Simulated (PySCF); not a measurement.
**Nb²⁺ (niobium, charge +2) across methods**

[Kr] 4d2 5s1, high-spin 4F determinant (an excited configuration). Calculation: PySCF 2.14, in x2c-QZVPPall; the spin-free X2C one-electron Hamiltonian (Gaussian nucleus).

```csv
method,E (hartree),mean ε 4p β (eV),mean ε 4d α (eV),mean ε 5s α (eV),Σ⟨r²⟩ (bohr²),⟨S²⟩
TPSS,-3818.34,-54.685,-23.151,-18.822,35.65,3.751
PBE,-3818.10,-54.413,-22.971,-18.993,35.64,3.751
r2SCAN,-3818.49,-55.274,-23.430,-19.121,35.65,3.752
UHF,-3816.46634,-62.454,-28.642,-21.281,36.09,3.755
PBE0,-3818.17,-56.766,-24.568,-19.680,35.63,3.751
M06,-3818.49,-57.072,-23.918,-19.609,35.60,3.751
LDA,-3813.88,-54.635,-22.860,-19.289,35.57,3.750
TPSSh,-3818.35,-55.594,-23.770,-19.105,35.65,3.751
```
